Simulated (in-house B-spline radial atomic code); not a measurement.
Configurations of Er²⁺, with energies counted from [Xe] 4f12. All numbers are computed (scalar-relativistic (X2C) HSE06, spin-polarised, spherical fractional occupations, exact exchange averaged over the configuration; Fermi nucleus of rms radius 5.2516 fm) with an all-electron radial atomic-structure program (B-spline basis), not measured. Shells without spins written out take the highest spin.

Occupations are held fixed; configurations that lie above the ionisation limit could autoionise.

```json
{"configuration": "[Xe] 4f11 5d1", "E - E(ref) (eV)": "3.7303", "highest orbital": "5d up", "its <r> (bohr)": "2.275"}
{"configuration": "[Xe] 4f11 6d1", "E - E(ref) (eV)": "14.15", "highest orbital": "6d up", "its <r> (bohr)": "5.572"}
{"configuration": "[Kr] 4d10 4f13 5s2 5p5", "E - E(ref) (eV)": "25.659", "highest orbital": "4f down", "its <r> (bohr)": "0.8525"}
{"configuration": "[Kr] 4d10 4f12 5s2 5p5 5f1", "E - E(ref) (eV)": "38.749", "highest orbital": "5f up", "its <r> (bohr)": "5.726"}
{"configuration": "[Kr] 4d10 4f12 5s2 5p5 6f1", "E - E(ref) (eV)": "41.423", "highest orbital": "6f up", "its <r> (bohr)": "9.859"}
{"configuration": "[Kr] 4d9 4f12 5s2 5p6 6p1", "E - E(ref) (eV)": "173.88", "highest orbital": "6p up", "its <r> (bohr)": "3.873"}
```

Task: Order these further configurations by energy, lowest first.
A. [Kr] 4d9 4f12 5s2 5p6 6f1
B. [Kr] 4d10 4f12 5s2 5p5 6s1
C. [Kr] 4d9 4f12 5s2 5p6 5f1
D. [Xe] 4f11 6f1
E. [Kr] 4d9 4f13 5s2 5p6

Result: D (18.6 eV), B (26.422 eV), E (164.7 eV), C (181.32 eV), A (184 eV).

Task: How far above the reference does [Kr] 4d9 4f12 5s2 5p6 6s1 lie?

Result: 168.93 eV; its least bound orbital is 6s up with <r> = 3.169 bohr.
